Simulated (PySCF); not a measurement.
PySCF job for Be(H)(Et) (C₂H₆Be), SMILES [BeH][CH2]C, PBE-D3(BJ)/def2-TZVP. Coordinates come from a PBE-D3(BJ)/def2-TZVP optimisation.

```python
import numpy as np
from pyscf import gto, scf, dft, df
from pyscf.hessian import thermo

mol = gto.M(
    atom='''
    Be   -0.30162842    1.64896993    0.00000000
    H    -0.97112266    2.81669690    0.00000000
    C     0.54122218    0.18837322   -0.00000000
    C    -0.31359516   -1.09749143    0.00000000
    H     1.22027715    0.17751596   -0.87407147
    H     1.22027715    0.17751596    0.87407147
    H    -0.96712818   -1.15220255    0.88371560
    H    -0.96712818   -1.15220255   -0.88371560
    H     0.30557625   -2.00849417   -0.00000000
    ''',
    basis='def2-TZVP',
    charge=0,
    spin=0,
    max_memory=1600,
    verbose=3,
)
mf = dft.RKS(mol, xc='pbe').density_fit(auxbasis='def2-universal-jkfit')
mf.disp = 'd3bj'
mf.grids.level = 3
mf.conv_tol = 1e-11
mf.max_cycle = 100
mf.kernel()

# analytic Hessian; the response equations are solved on a coarser grid
h, args, fine = mf.Hessian(), (mf.mo_energy, mf.mo_coeff, mf.mo_occ), mf.grids
h.max_memory = max(150, 2.5e-5 * df.make_auxmol(mol, mf.with_df.auxbasis).nao * mol.nelec[0] * (mol.nelec[0] + mol.nao))  # MB; small integral blocks
h1ao = h.make_h1(mf.mo_coeff, mf.mo_occ)
mf.grids = dft.Grids(mol).set(level=1).build(with_non0tab=True)
mo1, mo_e1 = h.solve_mo1(*args, h1ao)
mf.grids = fine
hess = h.hess_elec(*args, mo1, mo_e1, h1ao) + h.hess_nuc()
if mf.do_disp():
    hess += h.get_dispersion()
for i in range(mol.natm):  # the analytic DFT Hessian lacks the response of the grid: restore translational invariance
    hess[i, i] -= hess[i].sum(axis=0)
hess = (hess + hess.transpose(1, 0, 3, 2)) / 2
vib = thermo.harmonic_analysis(mol, hess, imaginary_freq=False)
thermo.dump_normal_mode(mol, vib)
th = thermo.thermo(mf, vib['freq_au'][vib['freq_au'] > 0], 298.15, 101325)
thermo.dump_thermo(mol, th)
g0 = mf.nuc_grad_method().set(verbose=0).kernel()

# dipole derivatives [dipole axis, atom, xyz] from the same response
r, irp = mol.intor('int1e_r'), mol.intor('int1e_irp').reshape(3, 3, mol.nao, mol.nao)
sl, dm0, ok = mol.aoslice_by_atom(), np.array(mf.make_rdm1()), []
dmu = np.einsum('a,xt->xat', mol.atom_charges(), np.eye(3))
for a, (_, _, p0, p1) in enumerate(sl):
    dmu[:, a] += 2 * np.einsum('xtij,ij->xt', irp[:, :, :, p0:p1], dm0.reshape(-1, mol.nao, mol.nao).sum(0)[:, p0:p1])
    for u, c, occ, f in [(mo1, mf.mo_coeff, mf.mo_occ, 4)]:
        dmu[:, a] -= f * np.einsum('tui,xuv,vi->xt', u[a], r, c[:, occ > 0], optimize=True)
L = vib['norm_mode']
ir = 974.8801 * (np.einsum('xat,kat->kx', dmu, L) ** 2).sum(1)       # km/mol
apt = np.einsum('xax->a', dmu) / 3

# polarisability derivatives from nuclear gradients in small electric fields
h0, F = mf.get_hcore(), 0.005
def in_field(f, guess):
    m = mf.copy()
    m.verbose, m.conv_tol, m.conv_tol_grad = 0, 1e-11, 2e-7
    m.get_hcore = lambda *a: h0 + np.einsum('x,xij->ij', f, r)
    m.kernel(guess)
    ok.append(m.converged)
    dm = np.array(m.make_rdm1())
    g = m.nuc_grad_method().kernel() - np.outer(mol.atom_charges(), f)
    for a, (_, _, p0, p1) in enumerate(sl):
        g[a] -= 2 * np.einsum('x,xtij,ij->t', f, irp[:, :, :, p0:p1], dm[:, p0:p1])
    return g, -np.einsum('xij,ij->x', r, dm), dm
E = np.eye(3) * F
g0, _, dm0 = in_field(np.zeros(3), dm0)
gp = [in_field(e, dm0) for e in E]
gm = [in_field(-e, 2 * dm0 - p[2]) for e, p in zip(E, gp)]
alpha = np.array([(p[1] - q[1]) / (2 * F) for p, q in zip(gp, gm)])  # bohr^3
check = abs(np.array([-(p[0] - q[0]) / (2 * F) for p, q in zip(gp, gm)]) - dmu).max()
print('static polarisability / bohr^3:', alpha.round(3))
print('largest difference of analytic and finite-field dipole derivatives / e:', check)
da = np.zeros((3, 3, mol.natm, 3))
for x in range(3):
    da[x, x] = -(gp[x][0] + gm[x][0] - 2 * g0) / F**2
for x, y in ((0, 1), (0, 2), (1, 2)):
    up, down = in_field(E[x] + E[y], gp[x][2] + gp[y][2] - dm0), in_field(-E[x] - E[y], gm[x][2] + gm[y][2] - dm0)
    both = -(up[0] + down[0] - 2 * g0) / F**2
    da[x, y] = da[y, x] = (both - da[x, x] - da[y, y]) / 2
aq = np.einsum('xyat,kat->kxy', da, L) * 0.529177210903**2           # A^2/amu^1/2
a = np.einsum('kxx->k', aq) / 3
g2 = 1.5 * (aq**2).sum((1, 2)) - 4.5 * a**2
raman, depol = 45 * a**2 + 7 * g2, 3 * g2 / (45 * a**2 + 4 * g2 + 1e-12)
print('mode   freq/cm-1   IR/(km/mol)   Raman/(A^4/amu)   depolarisation')
for k, w in enumerate(vib['freq_wavenumber']):
    print(f'{k + 1:4d} {w:11.2f} {ir[k]:13.3f} {raman[k]:17.3f} {depol[k]:16.3f}')
print('max |gradient| / (hartree/bohr):', abs(g0).max())
print('APT charges:', apt.round(4))
```

It prints:

```
converged SCF energy = -94.4219728675145

WARN: DFTD3 does not support analytical Hessian, using finite difference


WARN: Mole.unit (angstrom) is changed to Bohr

Mode                                 0                   1                   2
Irrep
Freq [cm^-1]                      188.5844            189.4144            424.0276
Reduced mass [au]                   1.1148              1.9981              1.0973
Force const [Dyne/A]                0.0234              0.0422              0.1162
Char temp [K]                     271.3309            272.5252            610.0812
Normal mode                   x     y     z       x     y     z       x     y     z
       0  Be                 0.00  0.00 -0.05    0.05  0.12  0.00    0.00  0.00 -0.08
       1   H                 0.00  0.00 -0.30    0.42  0.33  0.00   -0.00 -0.00  0.61
       2   C                -0.00  0.00  0.08   -0.13  0.01 -0.00    0.00  0.00 -0.05
       3   C                 0.00 -0.00 -0.02    0.05 -0.11  0.00    0.00  0.00  0.01
       4   H                 0.00  0.05  0.08   -0.12  0.07  0.01    0.36 -0.19  0.25
       5   H                -0.00 -0.05  0.08   -0.12  0.07 -0.01   -0.36  0.19  0.25
       6   H                 0.35 -0.27  0.22    0.06 -0.20  0.00    0.13  0.01  0.11
       7   H                -0.35  0.27  0.22    0.06 -0.20 -0.00   -0.13 -0.01  0.11
       8   H                 0.00 -0.00 -0.55    0.20 -0.01  0.00    0.00  0.00 -0.07
Mode                                 3                   4                   5
Irrep
Freq [cm^-1]                      582.7700            667.3625            790.7758
Reduced mass [au]                   1.5772              1.4821              3.3415
Force const [Dyne/A]                0.3156              0.3889              1.2311
Char temp [K]                     838.4763            960.1861           1137.7504
Normal mode                   x     y     z       x     y     z       x     y     z
       0  Be                 0.14  0.14  0.00    0.00 -0.00 -0.15   -0.14  0.18 -0.00
       1   H                -0.67 -0.31 -0.00   -0.00 -0.00  0.53   -0.04  0.29  0.00
       2   C                -0.04  0.00 -0.00   -0.00  0.00  0.11    0.13 -0.04  0.00
       3   C                -0.02 -0.05 -0.00   -0.00 -0.00  0.01   -0.02 -0.08 -0.00
       4   H                -0.01 -0.09  0.01   -0.32  0.02 -0.15    0.12 -0.15  0.00
       5   H                -0.01 -0.09 -0.01    0.32 -0.02 -0.15    0.12 -0.15 -0.00
       6   H                -0.00 -0.11  0.00   -0.13 -0.15 -0.09   -0.04  0.01 -0.00
       7   H                -0.00 -0.11 -0.00    0.13  0.15 -0.09   -0.04  0.01  0.00
       8   H                 0.08  0.02  0.00   -0.00 -0.00 -0.10   -0.15 -0.17  0.00
Mode                                 6                   7                   8
Irrep
Freq [cm^-1]                      904.2874            932.2395            992.3116
Reduced mass [au]                   1.1176              1.1285              3.5940
Force const [Dyne/A]                0.5385              0.5778              2.0851
Char temp [K]                    1301.0682           1341.2850           1427.7154
Normal mode                   x     y     z       x     y     z       x     y     z
       0  Be                -0.00  0.00  0.05    0.04  0.01  0.00   -0.03  0.06 -0.00
       1   H                -0.00  0.00 -0.14   -0.08 -0.06 -0.00   -0.08  0.05  0.00
       2   C                 0.00 -0.00 -0.05   -0.01 -0.00 -0.00   -0.09 -0.16  0.00
       3   C                 0.00 -0.00  0.07    0.04 -0.08 -0.00    0.13  0.10 -0.00
       4   H                 0.00 -0.46 -0.02   -0.02  0.45 -0.02   -0.08 -0.16  0.01
       5   H                -0.00  0.46 -0.02   -0.02  0.44  0.02   -0.08 -0.16 -0.01
       6   H                -0.24 -0.34 -0.14   -0.05  0.27 -0.04    0.08  0.24 -0.02
       7   H                 0.24  0.34 -0.14   -0.05  0.27  0.04    0.08  0.24  0.02
       8   H                -0.00 -0.00 -0.25   -0.41 -0.39  0.00   -0.07 -0.03  0.00
Mode                                 9                  10                  11
Irrep
Freq [cm^-1]                     1198.0135           1211.2274           1360.6604
Reduced mass [au]                   1.6605              1.2675              1.1821
Force const [Dyne/A]                1.4041              1.0956              1.2895
Char temp [K]                    1723.6747           1742.6866           1957.6873
Normal mode                   x     y     z       x     y     z       x     y     z
       0  Be                 0.01 -0.04 -0.00    0.00  0.00 -0.02   -0.00 -0.00  0.00
       1   H                 0.06 -0.05  0.00   -0.00  0.00  0.03    0.00  0.01 -0.00
       2   C                -0.06  0.15 -0.00    0.00 -0.00 -0.08   -0.01 -0.01  0.00
       3   C                 0.06 -0.06  0.00   -0.00  0.00  0.11   -0.07 -0.09 -0.00
       4   H                 0.04 -0.42  0.08    0.18  0.48  0.05    0.05  0.01  0.04
       5   H                 0.04 -0.42 -0.08   -0.18 -0.48  0.05    0.05  0.01 -0.04
       6   H                -0.04  0.20 -0.06   -0.22 -0.21 -0.07    0.20  0.45  0.21
       7   H                -0.04  0.20  0.06    0.22  0.21 -0.07    0.20  0.45 -0.21
       8   H                -0.20 -0.23 -0.00    0.00  0.00 -0.21    0.42  0.27  0.00
Mode                                12                  13                  14
Irrep
Freq [cm^-1]                     1382.0906           1449.1955           1459.9584
Reduced mass [au]                   1.0759              1.0444              1.0377
Force const [Dyne/A]                1.2109              1.2923              1.3031
Char temp [K]                    1988.5207           2085.0697           2100.5550
Normal mode                   x     y     z       x     y     z       x     y     z
       0  Be                 0.01  0.00 -0.00   -0.00  0.00  0.00   -0.00  0.00 -0.00
       1   H                -0.00 -0.00 -0.00   -0.00  0.01 -0.00    0.00  0.00  0.00
       2   C                 0.07  0.02  0.00    0.01 -0.02  0.00    0.00 -0.00 -0.02
       3   C                 0.01 -0.02 -0.00    0.04 -0.03  0.00    0.00 -0.00 -0.05
       4   H                -0.52 -0.09 -0.42    0.00  0.03 -0.01    0.02  0.05  0.00
       5   H                -0.52 -0.09  0.42    0.00  0.03  0.01   -0.02 -0.05  0.00
       6   H                 0.03  0.07  0.02   -0.49  0.14 -0.36    0.13 -0.47  0.05
       7   H                 0.03  0.07 -0.02   -0.49  0.14  0.36   -0.13  0.47  0.05
       8   H                 0.01 -0.01  0.00    0.36  0.22 -0.00    0.00  0.00  0.68
Mode                                15                  16                  17
Irrep
Freq [cm^-1]                     2078.4919           2923.0072           2954.2938
Reduced mass [au]                   1.1377              1.0584              1.0954
Force const [Dyne/A]                2.8958              5.3282              5.6328
Char temp [K]                    2990.4871           4205.5566           4250.5709
Normal mode                   x     y     z       x     y     z       x     y     z
       0  Be                 0.06 -0.10 -0.00    0.00  0.00 -0.00    0.00 -0.00  0.00
       1   H                -0.46  0.81 -0.00    0.00 -0.00  0.00   -0.00  0.00 -0.00
       2   C                -0.01  0.01 -0.00    0.07 -0.00 -0.00    0.00 -0.00  0.08
       3   C                 0.00 -0.00  0.00   -0.01  0.00  0.00    0.00  0.00 -0.01
       4   H                -0.00 -0.00  0.00   -0.40  0.01  0.55    0.42 -0.02 -0.52
       5   H                -0.00 -0.00 -0.00   -0.40  0.01 -0.55   -0.42  0.02 -0.52
       6   H                 0.00 -0.00 -0.00    0.01  0.01 -0.02   -0.06 -0.00  0.08
       7   H                 0.00 -0.00  0.00    0.01  0.01  0.02    0.06  0.00  0.08
       8   H                -0.01 -0.00  0.00    0.05 -0.07  0.00    0.00 -0.00 -0.01
Mode                                18                  19                  20
Irrep
Freq [cm^-1]                     2955.4919           3012.2077           3024.3851
Reduced mass [au]                   1.0356              1.1006              1.1009
Force const [Dyne/A]                5.3296              5.8835              5.9328
Char temp [K]                    4252.2949           4333.8962           4351.4168
Normal mode                   x     y     z       x     y     z       x     y     z
       0  Be                 0.00 -0.00 -0.00   -0.00 -0.00 -0.00   -0.00  0.00 -0.00
       1   H                -0.00  0.00  0.00    0.00  0.00 -0.00    0.00  0.00  0.00
       2   C                -0.00  0.00 -0.00   -0.01  0.00  0.00   -0.00  0.00 -0.01
       3   C                 0.02  0.05  0.00   -0.08  0.04  0.00   -0.00  0.00 -0.09
       4   H                 0.01 -0.00 -0.02    0.04 -0.00 -0.05   -0.06  0.00  0.08
       5   H                 0.01 -0.00  0.02    0.04 -0.00  0.05    0.06 -0.00  0.08
       6   H                -0.30 -0.01  0.41    0.26  0.03 -0.38   -0.40 -0.02  0.53
       7   H                -0.30 -0.01 -0.41    0.26  0.03  0.38    0.40  0.02  0.53
       8   H                 0.39 -0.54  0.00    0.39 -0.56  0.00    0.00 -0.00 -0.03
temperature 298.1500 [K]
pressure 101325.00 [Pa]
Rotational constants [GHz] 34.69826 8.84798 7.72117
Symmetry number 1
Zero-point energy (ZPE) 0.06990 [Eh]   183511.916 [J/mol]
                           tot       elec      trans        rot        vib
Entropy [J/mol/K]       277.206      0.000    154.463     93.857     28.886
Cv [J/mol/K]             66.431      0.000     12.472     12.472     41.487
Cp [J/mol/K]             74.745      0.000     20.786     12.472     41.487
Internal energy [J/mol]                      3718.434   3718.434 188818.508
Internal energy [Eh]   -94.34722  -94.42197
Enthalpy [J/mol]                             6197.391   3718.434 188818.508
Enthalpy [Eh]          -94.34628
Gibbs free energy [J/mol]                  -39855.717 -24265.028 180206.174
Gibbs free energy [Eh] -94.37776
static polarisability / bohr^3: [[41.483 -0.184 -0.   ]
 [-0.183 49.36  -0.   ]
 [-0.     0.    39.31 ]]
largest difference of analytic and finite-field dipole derivatives / e: 0.0006088462669589928
mode   freq/cm-1   IR/(km/mol)   Raman/(A^4/amu)   depolarisation
   1      188.58         1.215             0.059            0.750
   2      189.41         2.156             0.218            0.747
   3      424.03        22.306             0.559            0.750
   4      582.77       137.630             1.914            0.102
   5      667.36       141.016             0.287            0.750
   6      790.78        24.389            21.678            0.088
   7      904.29        15.693             0.572            0.750
   8      932.24        17.399             0.429            0.049
   9      992.31        23.579             5.056            0.543
  10     1198.01         9.775             6.384            0.065
  11     1211.23         4.321             0.853            0.750
  12     1360.66         2.156             0.867            0.593
  13     1382.09         7.799             6.272            0.737
  14     1449.20         4.447             8.461            0.747
  15     1459.96         5.698             9.817            0.750
  16     2078.49       187.017           147.122            0.115
  17     2923.01        19.085           124.261            0.127
  18     2954.29        11.323           101.008            0.750
  19     2955.49        45.944           160.495            0.013
  20     3012.21        30.295            84.989            0.735
  21     3024.39        35.061            43.750            0.750
max |gradient| / (hartree/bohr): 7.217443640996856e-05
APT charges: [ 0.7012 -0.3452 -0.3632  0.1305 -0.0114 -0.0114 -0.0256 -0.0256 -0.0494]
```

The run converged.
